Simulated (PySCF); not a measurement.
CCl₃, doublet, at a GFN2-xTB geometry, atoms displaced at random by about 0.1 Å a coordinate; PySCF with B3LYP/STO-3G.

Here is a job for PySCF.
```python
from pyscf import gto, scf, dft
from pyscf.geomopt import geometric_solver

mol = gto.Mole()
mol.atom = '''
    C     0.046972   -0.136594    0.270585
    Cl   -0.062494    1.630702    0.022505
    Cl    1.427215   -0.821228   -0.198201
    Cl   -1.581329   -1.005971   -0.235049
'''
mol.basis = 'sto-3g'
mol.charge = 0
mol.spin = 1
mol.verbose = 3
mol.build()

def method(m):
    mf = dft.UKS(m)
    mf.xc = 'b3lyp'
    return mf

conv, mol_eq = geometric_solver.kernel(method(mol), maxsteps=100, convergence_set='TURBOMOLE')
print('optimisation converged:', conv)
print(mol_eq.tostring(format='xyz'))
mf = method(mol_eq)
mf.kernel()
```

It wrote (shortened):

```
Custom engine selected.
Bonds will be generated from interatomic distances less than 1.20 times sum of covalent radii
12 internal coordinates being used (instead of 12 Cartesians)
Internal coordinate system (atoms numbered from 1):
Distance 1-2
Distance 1-3
Distance 1-4
Angle 2-1-3
Angle 2-1-4
Angle 3-1-4
Translation-X 1-4
Translation-Y 1-4
Translation-Z 1-4
Rotation-A 1-4
Rotation-B 1-4
Rotation-C 1-4
<class 'geometric.internal.Distance'> : 3
<class 'geometric.internal.Angle'> : 3
<class 'geometric.internal.TranslationX'> : 1
<class 'geometric.internal.TranslationY'> : 1
<class 'geometric.internal.TranslationZ'> : 1
<class 'geometric.internal.RotationA'> : 1
<class 'geometric.internal.RotationB'> : 1
<class 'geometric.internal.RotationC'> : 1
> ===== Optimization Info: ====
> Job type: Energy minimization
> Maximum number of optimization cycles: 100
> Initial / maximum trust radius (Angstrom): 0.100 / 0.300
> Convergence Criteria:
> Will converge when all 5 criteria are reached:
>  |Delta-E| < 1.00e-06
>  RMS-Grad  < 5.00e-04
>  Max-Grad  < 1.00e-03
>  RMS-Disp  < 5.00e-04
>  Max-Disp  < 1.00e-03
> === End Optimization Info ===

Geometry optimization cycle 1
Cartesian coordinates (Angstrom)
 Atom        New coordinates             dX        dY        dZ
   C   0.046972  -0.136594   0.270585    0.000000  0.000000  0.000000
  Cl  -0.062494   1.630702   0.022505    0.000000  0.000000  0.000000
  Cl   1.427215  -0.821228  -0.198201    0.000000  0.000000  0.000000
  Cl  -1.581329  -1.005971  -0.235049    0.000000  0.000000  0.000000

WARN: Mole.unit (angstrom) is changed to Bohr

converged SCF energy = -1403.08047663356  <S^2> = 0.75246318  2S+1 = 2.0024617
--------------- UKS_Scanner gradients ---------------
         x                y                z
0 C     0.1477214736    -0.0387715195    -0.0312139302
1 Cl     0.0035693554    -0.0181040704    -0.0008145488
2 Cl    -0.1244724848     0.0682957153     0.0409160721
3 Cl    -0.0268108771    -0.0113995981    -0.0088777482
----------------------------------------------
cycle 1: E = -1403.08047663  dE = -1403.08  norm(grad) = 0.217715
Step    0 : Gradient = 1.089e-01/1.559e-01 (rms/max) Energy = -1403.0804766336
Hessian Eigenvalues: 5.00000e-02 5.00000e-02 5.00000e-02 ... 2.50000e-01 2.70871e-01 4.92486e-01

Geometry optimization cycle 2
Cartesian coordinates (Angstrom)
 Atom        New coordinates             dX        dY        dZ
   C  -0.002407  -0.114116   0.196990   -0.049379  0.022478 -0.073595
  Cl  -0.126638   1.699262   0.055236   -0.064144  0.068560  0.032731
  Cl   1.517848  -0.932922  -0.187721    0.090633 -0.111694  0.010480
  Cl  -1.558754  -0.986184  -0.205083    0.022575  0.019787  0.029966
converged SCF energy = -1403.10528624891  <S^2> = 0.75325788  2S+1 = 2.0032552
--------------- UKS_Scanner gradients ---------------
         x                y                z
0 C     0.0279865782    -0.0094611527    -0.0128869529
1 Cl    -0.0055545098     0.0084028327     0.0034470261
2 Cl    -0.0125123301     0.0037773172     0.0080247666
3 Cl    -0.0099394233    -0.0026679993     0.0014020343
----------------------------------------------
cycle 2: E = -1403.10528625  dE = -0.0248096  norm(grad) = 0.0386688
Step    1 : Displace = 1.011e-01/1.442e-01 (rms/max) Trust = 1.000e-01 (=) Grad = 1.933e-02/3.223e-02 (rms/max) E (change) = -1403.1052862489 (-2.481e-02) Quality = 0.948
Hessian Eigenvalues: 4.99999e-02 5.00000e-02 5.00000e-02 ... 2.58217e-01 2.82792e-01 5.07531e-01

Geometry optimization cycle 3
Cartesian coordinates (Angstrom)
 Atom        New coordinates             dX        dY        dZ
   C  -0.035893  -0.125070   0.363338   -0.033485 -0.010954  0.166348
  Cl  -0.118255   1.648553  -0.001468    0.008384 -0.050710 -0.056704
  Cl   1.480412  -0.907608  -0.254266   -0.037435  0.025314 -0.066545
  Cl  -1.495413  -0.952235  -0.247683    0.063342  0.033949 -0.042600
converged SCF energy = -1403.10529298066  <S^2> = 0.75268156  2S+1 = 2.0026798
--------------- UKS_Scanner gradients ---------------
         x                y                z
0 C    -0.0079504168    -0.0062069459     0.0097671314
1 Cl    -0.0033787695    -0.0088853624    -0.0053445792
2 Cl    -0.0073969267     0.0018748574    -0.0042055313
3 Cl     0.0187083494     0.0132041287    -0.0002129513
----------------------------------------------
cycle 3: E = -1403.10529298  dE = -6.73176e-06  norm(grad) = 0.0302717
Step    2 : Displace = 1.097e-01/1.702e-01 (rms/max) Trust = 1.414e-01 (+) Grad = 1.514e-02/2.290e-02 (rms/max) E (change) = -1403.1052929807 (-6.732e-06) Quality = 0.001
Hessian Eigenvalues: 4.99998e-02 5.00000e-02 5.00000e-02 ... 2.70790e-01 3.65890e-01 6.72528e-01

Geometry optimization cycle 4
Cartesian coordinates (Angstrom)
 Atom        New coordinates             dX        dY        dZ
   C  -0.037558  -0.117910   0.302097   -0.001665  0.007160 -0.061241
  Cl  -0.092789   1.675269   0.021204    0.025465  0.026716  0.022672
  Cl   1.503258  -0.901754  -0.230458    0.022846  0.005854  0.023808
  Cl  -1.541528  -0.991880  -0.232914   -0.046116 -0.039645  0.014769
converged SCF energy = -1403.10805390199  <S^2> = 0.75285121  2S+1 = 2.0028492
--------------- UKS_Scanner gradients ---------------
         x                y                z
0 C     0.0039714272    -0.0009896319     0.0027830157
1 Cl    -0.0000886296    -0.0003851859    -0.0011385243
2 Cl    -0.0027552150     0.0016594059    -0.0001288773
3 Cl    -0.0011483734    -0.0002589274    -0.0015199733
----------------------------------------------
cycle 4: E = -1403.1080539  dE = -0.00276092  norm(grad) = 0.00632509
Step    3 : Displace = 5.174e-02/6.348e-02 (rms/max) Trust = 5.486e-02 (-) Grad = 3.163e-03/4.949e-03 (rms/max) E (change) = -1403.1080539020 (-2.761e-03) Quality = 1.095
Hessian Eigenvalues: 4.99995e-02 4.99999e-02 5.00000e-02 ... 2.68060e-01 3.68686e-01 5.67944e-01

Geometry optimization cycle 5
Cartesian coordinates (Angstrom)
 Atom        New coordinates             dX        dY        dZ
   C  -0.040236  -0.115767   0.281025   -0.002678  0.002143 -0.021072
  Cl  -0.093549   1.680251   0.028495   -0.000760  0.004982  0.007290
  Cl   1.508244  -0.907007  -0.223520    0.004986 -0.005253  0.006938
  Cl  -1.542092  -0.995063  -0.225828   -0.000564 -0.003183  0.007086
converged SCF energy = -1403.10814485445  <S^2> = 0.75285485  2S+1 = 2.0028528
--------------- UKS_Scanner gradients ---------------
         x                y                z
0 C     0.0008234714    -0.0010576391    -0.0009193928
1 Cl    -0.0001126663     0.0005072201     0.0001369643
2 Cl    -0.0009322122     0.0004113720     0.0005301379
3 Cl     0.0001906586     0.0001806825     0.0002507100
----------------------------------------------
cycle 5: E = -1403.10814485  dE = -9.09525e-05  norm(grad) = 0.00209329
Step    4 : Displace = 1.317e-02/2.146e-02 (rms/max) Trust = 7.759e-02 (+) Grad = 1.047e-03/1.625e-03 (rms/max) E (change) = -1403.1081448544 (-9.095e-05) Quality = 0.858
Hessian Eigenvalues: 4.99622e-02 5.00000e-02 5.00000e-02 ... 2.64427e-01 3.82362e-01 5.89293e-01

Geometry optimization cycle 6
Cartesian coordinates (Angstrom)
 Atom        New coordinates             dX        dY        dZ
   C  -0.040693  -0.115885   0.284775   -0.000457 -0.000119  0.003750
  Cl  -0.092615   1.678856   0.027209    0.000935 -0.001395 -0.001286
  Cl   1.508700  -0.906324  -0.225219    0.000456  0.000683 -0.001699
  Cl  -1.541865  -0.995795  -0.226532    0.000228 -0.000731 -0.000703
converged SCF energy = -1403.10815142229  <S^2> = 0.7528585  2S+1 = 2.0028565
--------------- UKS_Scanner gradients ---------------
         x                y                z
0 C     0.0003389794    -0.0003166947    -0.0001481823
1 Cl     0.0000277177     0.0000619315    -0.0000070259
2 Cl    -0.0004073952     0.0002539780     0.0001513751
3 Cl     0.0000112685     0.0000398632     0.0000014204
----------------------------------------------
cycle 6: E = -1403.10815142  dE = -6.56784e-06  norm(grad) = 0.000704927
Step    5 : Displace = 2.341e-03/3.835e-03 (rms/max) Trust = 1.097e-01 (+) Grad = 3.525e-04/5.034e-04 (rms/max) E (change) = -1403.1081514223 (-6.568e-06) Quality = 1.155
Hessian Eigenvalues: 4.91366e-02 5.00000e-02 5.00000e-02 ... 2.66578e-01 3.20184e-01 6.49254e-01

Geometry optimization cycle 7
Cartesian coordinates (Angstrom)
 Atom        New coordinates             dX        dY        dZ
   C  -0.040440  -0.116082   0.285256    0.000253 -0.000197  0.000481
  Cl  -0.092652   1.678349   0.026972   -0.000037 -0.000507 -0.000237
  Cl   1.509546  -0.906896  -0.225773    0.000846 -0.000572 -0.000554
  Cl  -1.541337  -0.996633  -0.226090    0.000528 -0.000838  0.000442
converged SCF energy = -1403.10815193937  <S^2> = 0.7528619  2S+1 = 2.0028599
--------------- UKS_Scanner gradients ---------------
         x                y                z
0 C     0.0000301119    -0.0000243754    -0.0000015859
1 Cl     0.0000226173    -0.0000120075    -0.0000023574
2 Cl    -0.0000752863     0.0000611692     0.0000249513
3 Cl    -0.0000070050     0.0000139445    -0.0000236819
----------------------------------------------
cycle 7: E = -1403.10815194  dE = -5.1708e-07  norm(grad) = 0.000114023
Step    6 : Displace = 4.053e-04/5.862e-04 (rms/max) Trust = 1.552e-01 (+) Grad = 5.701e-05/1.002e-04 (rms/max) E (change) = -1403.1081519394 (-5.171e-07) Quality = 0.987
Hessian Eigenvalues: 4.91366e-02 5.00000e-02 5.00000e-02 ... 2.66578e-01 3.20184e-01 6.49254e-01
Converged! =D

optimisation converged: True
4
XYZ from PySCF
C          -0.04044010       -0.11608196        0.28525552
Cl         -0.09265175        1.67834908        0.02697159
Cl          1.50954612       -0.90689632       -0.22577320
Cl         -1.54133709       -0.99663292       -0.22608953

converged SCF energy = -1403.10815193933  <S^2> = 0.75286155  2S+1 = 2.0028595
```
